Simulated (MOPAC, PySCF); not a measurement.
Donor–acceptor adduct: AlF2H (SMILES [F][AlH][F]) (first 4 atoms) with NH3 (SMILES N); geometry from B3LYP-D3(BJ)/def2-TZVP, rigid monomers moved along the line of their centres of mass till Al2···N5 is 2.83 Å.
(charge 0, multiplicity 1):
| atom | x (Å) | y (Å) | z (Å) |
|---|---|---|---|
| F | 1.2279 | 0.7473 | 0.6289 |
| Al | -0.2766 | 0.2782 | 1.1891 |
| F | -0.7081 | -1.2994 | 0.8389 |
| H | -1.4182 | 1.3607 | 1.2156 |
| N | 0.3466 | -0.0296 | 3.9352 |
| H | 0.7042 | 0.8140 | 4.3752 |
| H | -0.4242 | -0.3797 | 4.4975 |
| H | 1.0869 | -0.7274 | 3.9556 |

Interaction energies are E(AB) − E(A) − E(B) at the monomers' geometry in the complex; basis-set methods are counterpoise corrected. Rows marked so take none.

Rows in 3-21G, 6-31G* carry no dispersion term and start afresh at each structure (6-31G* with six Cartesian d functions). The state that AM1 reach isn't checked.

Codes used: MOPAC for AM1 (differences of heats of formation); PySCF for 3-21G rows, 6-31G* rows. Each number belongs to the level named beside it.

### Question
What is the computed interaction energy (BP86/6-31G* (no counterpoise))?

### Answer
-1029 meV

### Question
Estimate the interaction energy that AM1 returns for this input.

### Answer
-561 meV

### Question
Estimate the interaction energy that HF/3-21G (no counterpoise) returns for this input.

### Answer
-1384 meV
